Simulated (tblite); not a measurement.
All values are computed: GFN2-xTB (tblite) harmonic vibrations without scaling, gas phase. Against measured fundamentals such values can be off by several per cent, at times by over 20. One conformer each. Thermal functions are those of the rigid rotor and harmonic oscillator, without mixing of conformers.

Task: Order these by their heat capacity Cp at 298.15 K, highest first (cal/(mol K)).
A. `Nc1c(=O)c1C=S`
B. `C=CC(=O)F`
C. `N#Cc1cnn(C2CCC2)n1`
D. `FC(F)(F)c1cccc2cnnn12`
E. `O=C[C@H]1/C=C\CC/C=C\C1`

Result: D (39.9), E (38.7), C (36.3), A (26.7), B (18.6).

```
                 SMILES  atoms  mass (u)  symmetry number  modes under 300 cm⁻¹  ZPE (kcal/mol)  S translation (cal/(mol K))  S rotation  S vibration     S    Cp
  FC(F)(F)c1cccc2cnnn12     17    187.04                1                     5            66.5                         41.6        30.7         27.1  99.5  39.9
O=C[C@H]1/C=C\CC/C=C\C1     22    136.09                1                     6           116.2                         40.7        29.5         26.6  96.8  38.7
     N#Cc1cnn(C2CCC2)n1     19    148.07                1                     6            92.2                         40.9        29.9         27.3  98.1  36.3
          Nc1c(C=S)c1=O     10    112.99                1                     4            38.2                         40.1        28.4         17.1  85.6  26.7
              C=CC(=O)F      8     74.02                1                     2            32.8                         38.8        25.2          8.1  72.2  18.6
```

Entropies and Cp are for 298.15 K and 1 bar.
